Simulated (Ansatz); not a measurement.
Reactions of CH5BrOSn (`C[O][SnH2][Br]`).

Program: Ansatz. Geometries: PBE0-D4/def2-TZVP. ΔE: electronic, gas phase. CCSD(T)/CBS is the MP2 limit (def2-TZVPP, def2-QZVPP) plus CCSD(T) − MP2 in def2-TZVPP, frozen cores. This one scheme is used for every species, atoms too. No spin–orbit coupling; open shells (•) take unrestricted orbitals. Spin–orbit coupling would lower the free atoms: a little for C, O; clearly for Br; strongly for Sn. def2 core potentials past Kr. Bonds to Br, Se, Sn are less sure, by a few kJ/mol each and by 10 to 20 or more in all where they break to atoms, as the def2 sets lack core-valence functions. Scalar relativity is left out up to krypton. One conformer a species, not always the lowest.

(1) Order these by ΔE at CCSD(T)/CBS, lowest first. (An estimate is asked.)
A. `C[O][SnH2][Br]` + HBr → `[Br][SnH2][Br]` + CH₃OH
B. `C[O][SnH2][Br]` + `[NH2][Sn][OH]` → `[OH][SnH2][Br]` + `C[O][Sn][NH2]`
C. `C[O][SnH2][Br]` + `C[SeH]` → `C[O][SnH2][Se]C` + HBr
D. `C[O][SnH2][Br]` → `[Br][SnH3]` + `C=O`
E. `C[O][SnH2][Br]` + H–F → `[F][SnH2][Br]` + CH₃OH
F. `C[O][SnH2][Br]` + `O[SiH]1C=N1` → `C[O][SnH2][OH]` + `Br[SiH]1C=N1`
G. `C[O][SnH2][Br]` → Br• + C• + 5 H• + O• + Sn•
H. `C[O][SnH2][Br]` → `[CH3][SnH]([OH])[Br]`

Largest T1 diagnostic: 0.017, for `C[O][Sn][NH2]`.

Results:

(1) H (-101.4 kJ/mol), A (-79.6 kJ/mol), E (-25.8 kJ/mol), B (-0.6 kJ/mol), C (+28.2 kJ/mol), F (+98.6 kJ/mol), D (+135.1 kJ/mol), G (+2834.1 kJ/mol).
